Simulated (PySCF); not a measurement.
## Radial density of Mn²⁺ (manganese, charge +2)

UHF, [Ar] 3d5, high-spin 6S determinant. All numbers are calculated (PySCF 2.14, the non-relativistic Hamiltonian (point nucleus), in aug-cc-pwCVTZ (10s9p7d4f3g, 127 functions)).

```tsv
r (bohr)	4πr²ρ (e/bohr)	4πr²(ρα − ρβ)
0.00108	0.1474	0.0000
0.00182	0.4018	0.0000
0.00306	1.068	-0.0001
0.00515	2.723	-0.0002
0.00867	6.465	-0.0006
0.0146	13.63	-0.0013
0.0245	23.60	-0.0026
0.0413	29.84	-0.0044
0.0694	25.54	-0.0066
0.117	24.58	0.0122
0.196	33.08	0.2592
0.330	18.94	1.4328
0.555	12.64	3.7147
0.934	12.99	4.1107
1.57	3.170	1.6763
2.64	0.2223	0.1964
4.45	0.002554	0.0025
```

Question: Where is the radial spin density 4πr²(ρα − ρβ) most negative, and why is it negative at all?

Answer: Around r = 0.0694 bohr, down to -0.0066 e/bohr: exchange with the open shell polarises the paired shells in an unrestricted calculation.
